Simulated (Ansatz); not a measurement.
`[CH3][In]([SiH3])[Cl]` + `[OH][Y]([OH])[Cl]` → `[SiH3][In]([Cl])[Cl]` + `[CH3][Y]([OH])[OH]`  (redistribution)

Calculated with Ansatz (gas phase, PBE0-D4/def2-TZVP geometries, no zero-point term in ΔE). CCSD(T)/CBS adds triple-zeta CCSD(T) − MP2 to the extrapolated MP2 energy (def2 sets, frozen cores). Elements past krypton have def2 core potentials. For In, Y outer-core shells are correlated without core-valence functions, which leaves a few kJ/mol of doubt a bond. One conformer a species, not always the lowest.

| species | CCSD(T)/CBS(def2) energy (Eh) |
| --- | --- |
| `[CH3][In]([SiH3])[Cl]` | -980.38624 |
| `[OH][Y]([OH])[Cl]` | -649.80681 |
| `[SiH3][In]([Cl])[Cl]` | -1400.35957 |
| `[CH3][Y]([OH])[OH]` | -229.78557 |

Question: Work out ΔE.

Answer: ΔE = (-1400.35957) + (-229.78557) − (-980.38624) − (-649.80681) = 0.04791 Eh = +30.1 kcal/mol.

Largest T1 diagnostic among the species: 0.014.

At CCSD(T), def2-SVP lies +1.3 kcal/mol from the extrapolated value and def2-TZVPP +0.3 kcal/mol. From BLYP to BHLYP (50 % exact exchange), in def2-TZVPP and without D4, ΔE moves by +1.6 kcal/mol. Leaving LDA and LC-ωPBE aside and taking each functional with its dispersion term where it has one, the values, not all of them listed here, spread over 1.9 kcal/mol, from BLYP-D4 to PBE-QIDH. LDA lies +1.0 kcal/mol from PBE without D4.
